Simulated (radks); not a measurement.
Results of a calculation; reference values are marked as such.
Problem. Sn7+, 43 electrons, occupied as [Kr] 4d7 (the NIST ground configuration). Code: a radial shooting solver on a logarithmic mesh with Libxc functionals. Model: non-relativistic Kohn-Sham, LB94 model potential, spin-polarised, spherical densities, point nucleus; open shells are filled with parallel spins first (spin-orbit coupling, left out, can overturn this in heavy ions); relativity is left out, which matters for an element this heavy. Some entries of the table are withheld. Estimate them.

| orbital | occ. | eigenvalue (eV) | <r> (bohr) | r(max) (bohr) |
|---|---|---|---|---|
| 1s down | 1 | -28220.86 | 0.03039 | 0.02014 |
| 1s up | 1 | -28220.82 | 0.03039 | 0.02014 |
| 2s up | 1 | -4281.800 | 0.1312 | 0.1115 |
| 2s down | 1 | -4281.557 | 0.1312 | 0.1115 |
| 2p up | 3 | -4018.358 | 0.1118 | 0.08720 |
| 2p down | 3 | -4018.262 | 0.1118 | 0.08720 |
| 3s up | 1 | -927.6216 | 0.3519 | 0.3202 |
| 3s down | 1 | -927.4648 | 0.3521 | 0.3204 |
| 3p up | 3 | -817.8713 | 0.3425 | 0.3066 |
| 3p down | 3 | -817.6051 | 0.3428 | 0.3067 |
| 3d up | 5 | -614.0159 | (1) | 0.2507 |
| 3d down | 5 | -613.5034 | (2) | 0.2508 |
| 4s up | 1 | -240.1162 | 0.8322 | 0.7650 |
| 4s down | 1 | -238.5849 | 0.8305 | 0.7634 |
| 4p up | 3 | -203.0039 | 0.8716 | 0.7896 |
| 4p down | 3 | -201.4106 | 0.8699 | 0.7877 |
| 4d up | 5 | -140.1387 | 0.9811 | 0.8530 |
| 4d down | 2 | -138.5072 | 0.9798 | 0.8504 |

Solution. 
(1) 3d up <r> (bohr): 0.3129
(2) 3d down <r> (bohr): 0.3132
